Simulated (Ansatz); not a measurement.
AlH$_{8}$NSi$_{2}$, SMILES `[AlH2][NH][SiH2][SiH3]`: the same geometry under several functionals.

```yaml
crystal:
  periodic: [false, false, false]
  atoms:
    - {symbol: Al, position_ang: [-2.460143, 0.863220, 0.386962]}
    - {symbol: N, position_ang: [-0.760083, 0.510537, 0.793605]}
    - {symbol: Si, position_ang: [0.211354, -0.854624, 0.355912]}
    - {symbol: Si, position_ang: [2.095228, -0.222347, -0.889936]}
    - {symbol: H, position_ang: [-3.249728, -0.199441, -0.475529]}
    - {symbol: H, position_ang: [-3.068053, 2.225608, 0.916272]}
    - {symbol: H, position_ang: [-0.276654, 1.209883, 1.343445]}
    - {symbol: H, position_ang: [-0.647679, -1.759245, -0.455694]}
    - {symbol: H, position_ang: [0.677160, -1.617169, 1.552471]}
    - {symbol: H, position_ang: [2.964663, -1.393173, -1.192212]}
    - {symbol: H, position_ang: [2.903083, 0.770958, -0.126313]}
    - {symbol: H, position_ang: [1.687852, 0.410594, -2.174981]}
basis:
  gaussian: {orbitals: def2-TZVPP}
hamiltonian: {xc: pbe0, dispersion: d4}
output: {orbitals: {seedname: orbitals}}
```

```sh
$ ansatz run in.yaml --threads 4 --pin off --events-out ev --progress --plain --max-ram 10444MiB
```

Shortened log:

```
Functional definition: PBE0
1509 factors; their error is unknown
mean field evaluation 1: about -23955.6657 eV, gradient 6.3e1 eV
mean field evaluation 2: about -23933.9797 eV, gradient 1.1e2 eV
mean field evaluation 4: about -23963.1484 eV, gradient 3.3e0 eV
mean field evaluation 8: about -23963.1766 eV, gradient 4.9e-2 eV
mean field -23963.22040032 eV, -880.6321068576 hartree, gradient 8.1e-5 eV, S^2 0.000000; 0 other end points of the search recorded, 0 dependent functions left out
reference -23963.22044342 eV, -880.6321084413 hartree; 28, 28 occupied and 241, 241 virtual orbitals, 1509 factors
Total energy: -23963.45528121 eV, -880.6407385712 hartree
```

Hardware: 4 threads of an Arm Neoverse V1 on a shared host. Wall time 3.5 s, peak host memory 0.73 GiB.

Changing it to `hamiltonian: {xc: {name: B2PLYP}}` (abridged; 6 s):

```
Functional definition: B2PLYP
mean field evaluation 16: about -23958.9288 eV, gradient 1.6e-4 eV
mean field -23958.92884030 eV, -880.4743949360 hartree, gradient 7.9e-6 eV, S^2 0.000000
16 core orbitals not correlated: weight in the atoms' cores, before any rotation towards them, 1.000 or more for the frozen orbitals, at most 0.000 for the correlated occupied ones
second order -18.32792264 eV of doubles, -0.00000000 eV of singles
Total energy: -23963.87759558 eV, -880.6562583380 hartree
```

Changing it to `hamiltonian: {xc: r2scan, dispersion: d4}` and forces (abridged; 6 s):

```
Functional definition: r2SCAN
mean field evaluation 16: about -23971.8389 eV, gradient 2.2e-4 eV
mean field -23971.83890209 eV, -880.9488309559 hartree, gradient 3.9e-5 eV, S^2 0.000000
Total energy: -23971.90682577 eV, -880.9513271050 hartree
Atom 0 force    -0.076649     0.024795    -0.015178 eV/Å
Atom 1 force    -0.043196     0.013406     0.003018 eV/Å
Atom 2 force     0.041503    -0.064929    -0.017194 eV/Å
Atom 3 force     0.022673    -0.003939    -0.013431 eV/Å
Atom 4 force     0.019856     0.019976     0.018755 eV/Å
Atom 5 force     0.013839    -0.027486    -0.009305 eV/Å
Atom 6 force     0.026240     0.024247     0.020346 eV/Å
Atom 7 force     0.013700     0.010654     0.019444 eV/Å
Atom 8 force    -0.008109     0.002552    -0.013862 eV/Å
Atom 9 force    -0.010172     0.026032     0.001871 eV/Å
Atom 10 force    -0.011708    -0.016358    -0.016771 eV/Å
Atom 11 force     0.012022    -0.008948     0.022306 eV/Å
Dipole moment:     0.010098     0.127345     0.135697 e Å
```
